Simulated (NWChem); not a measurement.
System: CH₅Cl₂FSi₂; SMILES F[SiH2]C[SiH](Cl)Cl

```xyz
11

Si     0.2149    -2.2131     0.0094
F     -0.7413    -3.5260     0.1244
C     -0.8755    -0.6937     0.1391
Si    -0.1226     0.8787    -0.4982
Cl    -1.1524     2.5167     0.2116
Cl     1.8359     0.9884     0.1591
H      1.1978    -2.2678     1.1220
H      0.8902    -2.2690    -1.3169
H     -1.8032    -0.8766    -0.4325
H     -1.1661    -0.5491     1.1935
H     -0.1055     0.9543    -1.9791
```
Atoms are numbered in this order, from 1.

Results from NWChem. All runs use the structure optimised with PBE0/def2-SVP. B3LYP is NWChem's, with the RPA form of VWN correlation. Total energies of different functionals are on different scales.

```csv
level,energy (Ha),highest occupied level (eV),orbital gap (eV),dipole (D)
PBE/def2-TZVP,-1639.8042,-7.65,6.48,0.61
B3LYP/def2-TZVP,-1640.7098,-8.76,8.32,0.62
TPSSh/def2-TZVP,-1640.7046,-8.31,7.70,0.63
BLYP/def2-TZVP,-1640.5852,-7.51,6.53,0.60
Hartree-Fock/def2-TZVP,-1637.3869,-12.20,15.38,0.69
```
